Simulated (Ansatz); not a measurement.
ClFH₇N₃Si₂, SMILES `N[Si@H](F)N[Si@@H](N)Cl`. Charge 0, multiplicity 1. All single points use the PBE0-D4/def2-TZVP geometry. It is one conformer, not always the lowest.

```xyz
14

N     1.793   -1.838    1.014
Si    0.485   -0.749    0.986
F    -0.698   -1.518    1.744
N     0.115   -0.415   -0.651
Si   -0.611    0.980   -1.323
N    -1.788    1.545   -0.242
Cl    0.684    2.569   -1.570
H     1.951   -2.414    1.824
H     2.656   -1.612    0.548
H     0.627    0.535    1.702
H     0.340   -1.153   -1.305
H    -1.032    0.623   -2.697
H    -2.043    2.516   -0.187
H    -2.479    0.932    0.157
```

Task: What is the dipole moment at ωB97M-V/def2-TZVPP? (An estimate is asked.)

Result: Ansatz gave: 1.04 D, with components (0.26, -1.00, 0.10) D in this frame, pointing from negative to positive charge.

Task: And with PBE, r2SCAN, B3LYP? (An estimate is asked.)

Result: Computed: PBE 1.06 D, r2SCAN 1.09 D, B3LYP 1.03 D.

Task: Give the Mulliken charges with ωB97M-V, r2SCAN, PBE in def2-TZVPP. (Estimate.)

Result: Ansatz gave: 
```
atom  ωB97M-V  r2SCAN    PBE
  N1    -0.37   -0.45  -0.39
 Si2     0.64    0.70   0.56
  F3    -0.32   -0.33  -0.29
  N4    -0.35   -0.40  -0.28
 Si5     0.51    0.64   0.46
  N6    -0.35   -0.43  -0.36
 Cl7    -0.24   -0.28  -0.25
  H8     0.12    0.16   0.15
  H9     0.12    0.16   0.15
 H10    -0.06   -0.11  -0.11
 H11     0.11    0.15   0.14
 H12    -0.06   -0.11  -0.10
 H13     0.12    0.16   0.16
 H14     0.13    0.16   0.16
```

B3LYP here is the variant with VWN-RPA as its local correlation; programs differ in this.
